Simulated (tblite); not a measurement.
Species: C5H12N2OSi2.
Geometry (GFN2-xTB, Å), atoms numbered from 1 in this order:
```
atom  x, y, z in Å
C1     2.1827    1.9253    0.1252
C2     1.6969    0.5208   -0.1194
O3     1.9667   -0.4287    0.5929
N4     0.9203    0.3315   -1.2060
Si5    0.4270   -1.3136   -1.5564
C6    -0.6063   -2.1007   -0.1651
Si7   -2.0851   -1.1127    0.4869
C8    -1.4523    0.4583    1.4057
C9    -1.3083    1.5540    0.5122
N10   -1.1934    2.4226   -0.2272
H11    2.8391    2.2263   -0.6892
H12    2.7304    1.9700    1.0623
H13    1.3353    2.6075    0.1562
H14    0.6411    1.1386   -1.7393
H15    1.6412   -2.0857   -1.8124
H16   -0.3844   -1.1328   -2.7639
H17    0.0621   -2.3154    0.6687
H18   -0.9673   -3.0633   -0.5244
H19   -3.0021   -0.6941   -0.5791
H20   -2.8253   -1.8849    1.4976
H21   -2.1473    0.7447    2.1954
H22   -0.4814    0.2518    1.8594
```

Computed with GFN2-xTB (tblite): harmonic, unscaled wavenumbers at the GFN2-xTB geometry, gas phase. The method is semi-empirical: single wavenumbers can be off by several per cent or more. Modes of hydrogen on silicon can be 10 to 20 % off. One conformer, not necessarily the lowest.

Harmonic wavenumbers (cm⁻¹): 34.3, 52.7, 63.7, 94.7, 110.7, 120.8, 130.1, 134.9, 154.5, 175.4, 250.1, 364.9, 373.5, 437.9, 467.7, 478.3, 524.8, 567.7, 572.1, 577.6, 611.9, 637.8, 671.5, 696.9, 709.8, 742.5, 756.9, 770.4, 790.0, 825.5, 851.8, 963.6, 1004.7, 1005.7, 1023.4, 1031.1, 1084.2, 1139.5, 1179.0, 1198.3, 1367.8, 1387.3, 1409.5, 1436.3, 1457.3, 1462.4, 1709.2, 2200.9, 2235.9, 2247.0, 2279.5, 2391.7, 2975.7, 2984.4, 2986.0, 2993.8, 3021.4, 3028.7, 3057.7, 3471.9.

A = 1123, B = 900.8, C = 636.9 MHz; mass 172.049 u (most abundant isotopes); point group C1, symmetry number 1.

Q: Zero-point energy?

A: ½Σν̃ = 34743 cm⁻¹ = 415.61 kJ/mol.

Q: Entropy at 298.15 K, 1 bar (ideal gas, RRHO, classical rotation)?

A: Translation 173.06, rotation 127.99, vibration 198.60: S = 499.6 J/(mol K).

Q: And Cp and H(298.15 K) − H(0)?

A: Cp = 220.15 J/(mol K), of which vibrations give 186.89 (their classical limit is 60 R = 498.9); H(298.15 K) − H(0) = 39.72 kJ/mol without the zero-point energy, 29.80 from vibrations.

Q: Blend soft modes into free rotors: weight 1/[1 + (100 cm⁻¹/ν̃)⁴] for the oscillator and the rest for a rotor with moment μB/(μ + B), μ = h/(8π²ν), B = 10⁻⁴⁴ kg m². What vibrational entropy results?

A: 179.66 J/(mol K) in place of 198.60, which changes −T·S at 298.15 K by +5.65 kJ/mol.

Q: Which modes carry the vibrational entropy at 298.15 K?

A: 34.3 cm⁻¹: 23.28; 52.7 cm⁻¹: 19.72; 63.7 cm⁻¹: 18.16; 94.7 cm⁻¹: 14.90; 110.7 cm⁻¹: 13.63; 120.8 cm⁻¹: 12.92 J/(mol K); the other 54 give 96.00 together.

Q: What must be added to the electronic energy to get the Gibbs energy at 298.15 K and 1 bar?

A: ZPE + [H(298.15 K) − H(0)] − T·S = 415.61 + 39.72 − 148.97 = 306.36 kJ/mol.

Q: How do the functions run with temperature in this model?

A: 
```json
{"T (K)": "50", "S (J/(mol K))": "267.9", "Cp (J/(mol K))": "75.2", "H − H(0) (kJ/mol)": "2.52", "G − H(0) (kJ/mol)": "-10.87", "ln q(vib)": "1.09"}
{"T (K)": "100", "S (J/(mol K))": "331.4", "Cp (J/(mol K))": "108.5", "H − H(0) (kJ/mol)": "7.19", "G − H(0) (kJ/mol)": "-25.94", "ln q(vib)": "3.37"}
{"T (K)": "373.15", "S (J/(mol K))": "553.1", "Cp (J/(mol K))": "256.8", "H − H(0) (kJ/mol)": "57.64", "G − H(0) (kJ/mol)": "-148.75", "ln q(vib)": "14.84"}
{"T (K)": "500", "S (J/(mol K))": "635.5", "Cp (J/(mol K))": "306.5", "H − H(0) (kJ/mol)": "93.52", "G − H(0) (kJ/mol)": "-224.24", "ln q(vib)": "19.67"}
{"T (K)": "750", "S (J/(mol K))": "773.5", "Cp (J/(mol K))": "373.2", "H − H(0) (kJ/mol)": "179.13", "G − H(0) (kJ/mol)": "-400.97", "ln q(vib)": "28.40"}
{"T (K)": "1000", "S (J/(mol K))": "887.2", "Cp (J/(mol K))": "416.5", "H − H(0) (kJ/mol)": "278.19", "G − H(0) (kJ/mol)": "-608.96", "ln q(vib)": "36.19"}
```

q(vib) and H(0) count from the zero-point level.

Hindered rotation and anharmonicity are outside this model. Other conformers, if any are populated, would add a mixing term that is left out. The structure is chiral; the term R ln 2 for an equal mix with its mirror image is left out.

On Intel Xeon 6975P-C, one thread, shared host with 192 logical CPUs at a one-minute load of 66, this took 1.1 s wall. This covers the Hessian and the dipole derivatives.
